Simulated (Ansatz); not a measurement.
Consider the ligand exchange at a Ga–C bond: `O=[CH][GaH2]` + `[SiH3]N[SiH3]` → `[SiH3][N]([SiH3])[GaH2]` + `C=O`.

Gas-phase electronic energies from Ansatz, PBE0-D4/def2-TZVP geometries. CCSD(T)/CBS is the MP2 limit (def2-TZVPP, def2-QZVPP) plus CCSD(T) − MP2 in def2-TZVPP, frozen cores. This one scheme is used for every species. DFT in def2-TZVPP. For Ga outer-core shells are correlated without core-valence functions, which leaves a few kJ/mol of doubt a bond. Scalar relativity is left out up to krypton.

Question: Is it downhill or uphill in electronic energy at CCSD(T)/CBS, and by how much? (Best estimate.)

Answer: The calculation gave: Downhill: ΔE = -94.1 kJ/mol.

Question: What do these levels give: r2SCAN-D4, PBE0-D4, PBE-QIDH, r2SCAN, CAM-B3LYP, HF/def2-SVP? (Best estimate.)

Answer: Computed: r2SCAN-D4 -83.6, PBE0-D4 -84.3, PBE-QIDH -91.2, r2SCAN -81.8, CAM-B3LYP -77.8, HF/def2-SVP -89.1 kJ/mol.

Largest T1 diagnostic among the species: 0.017.

Leaving LDA and LC-ωPBE aside and taking each functional with its dispersion term where it has one, the values, not all of them listed here, spread over 13.9 kJ/mol, from BHLYP-D4 to PBE-D4. LDA lies −8.0 kJ/mol from PBE without D4. At CCSD(T), def2-SVP lies −7.9 kJ/mol from the extrapolated value and def2-TZVPP −1.3 kJ/mol.
